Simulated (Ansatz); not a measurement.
Input for Ansatz (a quantum-chemistry and plane-wave program): U-CCSD(T)/def2-SVP on H2O2Ta (SMILES [OH][Ta][OH]), 2S+1 = 2, a spin state set in the input, which need not be the lowest. Elements past Kr take the def2 small-core potentials; no spin–orbit coupling.

Ansatz 0.2 input:
```yaml
crystal:
  periodic: [false, false, false]
  atoms:
    - {symbol: Ta, position_ang: [-0.01056128, 0.00257682, -0.01182900]}
    - {symbol: O, position_ang: [1.40667918, 0.24216267, -1.22454257]}
    - {symbol: H, position_ang: [2.12563646, 0.36683786, -1.83989001]}
    - {symbol: O, position_ang: [-1.42793503, -0.23260650, 1.20152971]}
    - {symbol: H, position_ang: [-2.14759048, -0.34922430, 1.81761764]}
basis:
  gaussian:
    orbitals: def2-SVP
magnetization: {spin_polarized: true, initial_magnetization: 1}
correlation: {method: ccsd_t, electrons: valence}
```

The log:

```
WARN ansatz: RAYON_NUM_THREADS=1 ignored (pool sized by the plan → 1); use --threads N
Functional definition: HF
integrals: 0.07 GiB planned
679 factors; integrals over basis functions are off by at most 5.7e-4 eV
mean field: 0.20 GiB planned
mean field evaluation 1: about -5633.0152 eV, gradient 3.5e1 eV
mean field evaluation 2: about -5633.0911 eV, gradient 3.5e1 eV
mean field evaluation 4: about -5638.0926 eV, gradient 2.3e0 eV
mean field evaluation 8: about -5638.1975 eV, gradient 2.8e-1 eV
mean field evaluation 16: about -5638.1998 eV, gradient 8.1e-3 eV
mean field evaluation 32: about -5638.4288 eV, gradient 4.2e-1 eV
mean field evaluation 64: about -5638.4365 eV, gradient 1.4e-1 eV
mean field evaluation 96: about -5638.4366 eV, gradient 5.7e-2 eV
mean field evaluation 128: about -5638.4366 eV, gradient 1.0e-3 eV
mean field evaluation 160: about -5638.4366 eV, gradient 1.6e-6 eV
mean field evaluation 192: about -5638.1998 eV, gradient 1.5e-5 eV
mean field evaluation 224: about -5638.4366 eV, gradient 4.6e-7 eV
mean field evaluation 256: about -5638.4366 eV, gradient 4.2e-7 eV
mean field evaluation 288: about -5638.4366 eV, gradient 1.2e-3 eV
mean field evaluation 320: about -5638.4366 eV, gradient 3.4e-8 eV
mean field evaluation 352: about -5638.4368 eV, gradient 3.8e-2 eV
mean field evaluation 384: about -5638.4366 eV, gradient 4.9e-5 eV
mean field evaluation 416: about -5638.4366 eV, gradient 2.1e-6 eV
mean field evaluation 448: about -5638.4366 eV, gradient 2.4e-6 eV
mean field evaluation 480: about -5638.4366 eV, gradient 4.0e-8 eV
mean field evaluation 512: about -5638.3280 eV, gradient 9.3e-1 eV
mean field evaluation 544: about -5638.4366 eV, gradient 3.6e-6 eV
mean field evaluation 576: about -5638.4366 eV, gradient 1.1e-3 eV
mean field evaluation 608: about -5638.4366 eV, gradient 6.2e-10 eV
mean field evaluation 640: about -5638.4366 eV, gradient 3.8e-4 eV
mean field evaluation 672: about -5638.4366 eV, gradient 1.7e-5 eV
mean field evaluation 704: about -5638.4366 eV, gradient 2.2e-7 eV
mean field evaluation 736: about -5638.4366 eV, gradient 5.6e-5 eV
mean field evaluation 768: about -5638.4366 eV, gradient 3.8e-7 eV
mean field evaluation 800: about -5638.4366 eV, gradient 3.0e-4 eV
mean field evaluation 832: about -5638.4366 eV, gradient 6.4e-8 eV
mean field evaluation 864: about -5637.8106 eV, gradient 3.0e-1 eV
mean field evaluation 896: about -5638.4366 eV, gradient 8.8e-7 eV
mean field evaluation 928: about -5638.4366 eV, gradient 1.4e-2 eV
mean field evaluation 960: about -5638.4366 eV, gradient 7.3e-7 eV
mean field evaluation 992: about -5638.4366 eV, gradient 4.5e-6 eV
mean field evaluation 1024: about -5638.4365 eV, gradient 1.5e-1 eV
mean field evaluation 1056: about -5638.4366 eV, gradient 2.4e-3 eV
mean field evaluation 1088: about -5637.8112 eV, gradient 5.0e-2 eV
mean field evaluation 1120: about -5638.1998 eV, gradient 5.0e-3 eV
mean field evaluation 1152: about -5638.3813 eV, gradient 7.7e-1 eV
mean field evaluation 1184: about -5638.4366 eV, gradient 1.2e-3 eV
mean field evaluation 1216: about -5637.0373 eV, gradient 3.2e0 eV
mean field evaluation 1248: about -5637.1537 eV, gradient 2.6e-4 eV
mean field evaluation 1280: about -5637.4354 eV, gradient 1.3e0 eV
mean field evaluation 1312: about -5635.0405 eV, gradient 8.9e-3 eV
mean field evaluation 1344: about -5635.6764 eV, gradient 3.2e-2 eV
mean field evaluation 1376: about -5635.6575 eV, gradient 4.9e-3 eV
mean field evaluation 1408: about -5634.3403 eV, gradient 5.5e-3 eV
mean field evaluation 1440: about -5635.2787 eV, gradient 7.6e-4 eV
mean field evaluation 1472: about -5632.9427 eV, gradient 3.3e1 eV
mean field evaluation 1504: about -5637.8112 eV, gradient 4.0e-3 eV
mean field evaluation 1536: about -5638.1996 eV, gradient 7.0e-2 eV
mean field evaluation 1568: about -5637.1248 eV, gradient 6.5e-1 eV
mean field evaluation 1600: about -5635.5482 eV, gradient 6.3e-1 eV
mean field evaluation 1632: about -5635.5534 eV, gradient 2.2e-3 eV
mean field evaluation 1664: about -5635.6582 eV, gradient 3.4e-3 eV
mean field evaluation 1696: about -5635.6582 eV, gradient 5.9e-4 eV
mean field evaluation 1728: about -5635.9849 eV, gradient 6.5e-2 eV
mean field evaluation 1760: about -5635.9222 eV, gradient 3.5e-1 eV
mean field evaluation 1792: about -5635.6581 eV, gradient 2.2e-2 eV
mean field evaluation 1824: about -5633.2907 eV, gradient 2.6e1 eV
mean field evaluation 1856: about -5635.6403 eV, gradient 7.1e-1 eV
mean field evaluation 1888: about -5635.2747 eV, gradient 6.6e-1 eV
mean field evaluation 1920: about -5635.2744 eV, gradient 1.9e-1 eV
mean field evaluation 1952: about -5635.2531 eV, gradient 2.9e-2 eV
mean field evaluation 1984: about -5635.2787 eV, gradient 3.8e-2 eV
mean field evaluation 2016: about -5634.7909 eV, gradient 7.2e0 eV
mean field evaluation 2048: about -5637.8065 eV, gradient 4.7e-1 eV
mean field evaluation 2080: about -5637.2384 eV, gradient 3.6e-3 eV
mean field evaluation 2112: about -5635.6582 eV, gradient 2.2e-3 eV
mean field evaluation 2144: about -5635.6606 eV, gradient 1.2e-1 eV
mean field evaluation 2176: about -5635.5534 eV, gradient 3.6e-3 eV
mean field evaluation 2208: about -5635.2518 eV, gradient 8.9e-2 eV
mean field evaluation 2240: about -5635.2784 eV, gradient 1.4e-2 eV
mean field evaluation 2272: about -5635.6575 eV, gradient 2.7e-4 eV
mean field -5638.43664700 eV, -207.2087249076 hartree, gradient 1.6e-10 eV, S^2 1.461163; 33 other end points of the search recorded, 0 dependent functions left out
determinant -5638.43664700 eV, -207.2087249076 hartree, with singles and doubles -5654.99955350 eV, -207.8174004947 hartree
determinant -5638.19983256 eV, -207.2000221375 hartree, with singles and doubles -5655.04915070 eV, -207.8192231581 hartree
determinant -5637.81122867 eV, -207.1857412081 hartree, with singles and doubles -5654.27116163 eV, -207.7906325871 hartree
determinant -5637.23835343 eV, -207.1646884311 hartree, with singles and doubles -5654.13742400 eV, -207.7857178198 hartree
determinant -5637.15370385 eV, -207.1615776164 hartree, with singles and doubles -5653.63708202 eV, -207.7673305915 hartree
determinant -5636.19403889 eV, -207.1263105796 hartree, with singles and doubles -5652.54870537 eV, -207.7273334873 hartree
determinant -5635.98660104 eV, -207.1186873794 hartree, with singles and doubles -5652.06759230 eV, -207.7096529081 hartree
determinant -5635.92278116 eV, -207.1163420419 hartree, with singles and doubles -5652.03906354 eV, -207.7086044954 hartree
determinant -5635.92277039 eV, -207.1163416461 hartree, with singles and doubles -5652.03905510 eV, -207.7086041854 hartree
determinant -5635.67634994 eV, -207.1072858618 hartree, with singles and doubles -5651.91791380 eV, -207.7041523248 hartree
determinant -5635.67633946 eV, -207.1072854767 hartree, with singles and doubles -5651.91790635 eV, -207.7041520508 hartree
determinant -5635.65817463 eV, -207.1066179312 hartree, with singles and doubles -5652.51523352 eV, -207.7261034195 hartree
determinant -5635.65749047 eV, -207.1065927889 hartree, with singles and doubles -5651.90490292 eV, -207.7036741836 hartree
determinant -5635.65747922 eV, -207.1065923755 hartree, with singles and doubles -5651.90489592 eV, -207.7036739262 hartree
determinant -5635.55340620 eV, -207.1027677624 hartree, with singles and doubles -5651.62523005 eV, -207.6933963953 hartree
determinant -5635.27873560 eV, -207.0926738042 hartree, with singles and doubles -5651.72081856 eV, -207.6969092082 hartree
determinant -5635.25176272 eV, -207.0916825693 hartree, with singles and doubles -5651.68141455 eV, -207.6954611374 hartree
determinant -5635.04047793 eV, -207.0839179964 hartree, with singles and doubles -5651.34313323 eV, -207.6830295283 hartree
determinant -5638.43664700 eV, -207.2087249076 hartree, with singles and doubles -5655.04077891 eV, -207.8189155008 hartree
determinant -5638.19983256 eV, -207.2000221375 hartree, with singles and doubles -5655.05340043 eV, -207.8193793328 hartree
2 core orbitals not correlated
reference -5638.19983256 eV, -207.2000221375 hartree; 14, 13 occupied and 54, 55 virtual orbitals, 679 factors
second order -16.65087524 eV of doubles, -0.00000000 eV of singles
coupled cluster: 0.40 GiB planned
cycle   1  -16.85355659 eV  change    1.1e-5 eV  update   1.1e-5
perturbative correction -0.54826976 eV, -0.0201485420 hartree
Total energy: -5655.60165891 eV, -207.8395274603 hartree
```

The calculation finished and met its thresholds.

Cost: around 2.2 core-minutes (rough).
